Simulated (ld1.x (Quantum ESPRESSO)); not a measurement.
Configuration tests for H (Z = 1) (ultrasoft)

```
Element                 : H (Z = 1)
Generator               : ld1.x (Quantum ESPRESSO) 7.5
Type                    : ultrasoft
Functional              : LDA (PZ)
Relativity              : non-relativistic
Frozen core             : none
Valence charge          : 1
Reference configuration : 1s1
Partial waves           : 1s (bound): rcut 1.25, rcutus 1.45 bohr; 1s channel at 0.8 Ry: rcut 1.25, rcutus 1.45 bohr; 2p channel at 0.3 Ry: rcut 1.30, rcutus 1.50 bohr; 2p channel at 0.65 Ry: rcut 1.30, rcutus 1.50 bohr
Local potential         : all-electron potential smoothed inside 1.30 bohr (lloc = -1)
Core correction         : none
Augmentation charge     : PSQ, radius 1.00 bohr
```

Energies are relative to the spin-unpolarised reference configuration 1s1; without spin polarisation the order of configurations can differ from experiment. Spin-polarised rows fill each open shell by Hund’s rule, majority spin first.

```
 valence configuration  charge  ΔE all-electron (eV)  error AE − PS (meV)
                 1s0.5    +0.5                 4.645                 +0.9
  1s1 (spin-polarised)       0                -0.897                 -2.7
1s0.5 (spin-polarised)    +0.5                 4.258                 -0.7
```
